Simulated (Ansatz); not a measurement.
`[NH2][GaH][AsH2]` + H₂Se → `[NH2][GaH][SeH]` + `[AsH3]` at 500 K and 1 bar (cleavage of the Ga–As bond).

Calculated with Ansatz (gas phase, PBE0-D4/def2-TZVP geometries, no zero-point term in ΔE). CCSD(T)/CBS adds triple-zeta CCSD(T) − MP2 to the extrapolated MP2 energy (def2 sets, frozen cores). For As, Ga, Se outer-core shells are correlated without core-valence functions, which leaves a few kJ/mol of doubt a bond. Scalar relativity is left out up to krypton. Each species was taken in one conformer, which may not be the lowest.

```json
{"species": "`[NH2][GaH][AsH2]`", "CCSD(T)/CBS energy (Eh)": "-4216.68718", "H − E (kJ/mol)": "167.9", "S (J/(mol·K))": "399.4"}
{"species": "H₂Se", "CCSD(T)/CBS energy (Eh)": "-2401.89790", "H − E (kJ/mol)": "53.1", "S (J/(mol·K))": "237.8"}
{"species": "`[NH2][GaH][SeH]`", "CCSD(T)/CBS energy (Eh)": "-4381.81164", "H − E (kJ/mol)": "145.0", "S (J/(mol·K))": "385.1"}
{"species": "`[AsH3]`", "CCSD(T)/CBS energy (Eh)": "-2236.79077", "H − E (kJ/mol)": "76.6", "S (J/(mol·K))": "245.1"}
```

H − E and S are ideal-gas, rigid-rotor, harmonic terms from PBE0-D4/def2-TZVP, for one conformer and one mirror image of each species. 1 Eh = 2625.50 kJ/mol, R = 8.31446 J/(mol·K).

Question: By hand: ΔE, ΔH, ΔS and ΔG.

Answer: ΔE = (-4381.81164) + (-2236.79077) − (-4216.68718) − (-2401.89790) = -0.01733 Eh = -45.5 kJ/mol. Δ(H − E) = 145.0 + 76.6 − 167.9 − 53.1 = 0.6, so ΔH = -44.9 kJ/mol. ΔS = 385.1 + 245.1 − 399.4 − 237.8 = -7.0 J/(mol·K). ΔG = -44.9 − 500 × (-7.0)/1000 = -41.4 kJ/mol.

Question: By hand: the equilibrium constant, and the temperature at which ΔG would vanish if ΔH and ΔS stayed fixed.

Answer: log₁₀ K = −ΔG/(RT ln 10) = 4.3. ΔG = 0 at ΔH/ΔS = 6414 K, far beyond where these terms or the molecules hold.

The number of gas molecules stays the same, so ΔS is small and ΔH decides. A doubt of 5 kJ/mol in ΔE shifts log₁₀ K by 0.5 here. Other conformers and mirror images would add mixing entropy, several J/(mol·K) or more a flexible species. These are equilibria of isolated gas molecules and say nothing of rates. Largest T1 diagnostic: 0.013 (customary marks: 0.02 for closed shells, 0.045 for open ones).
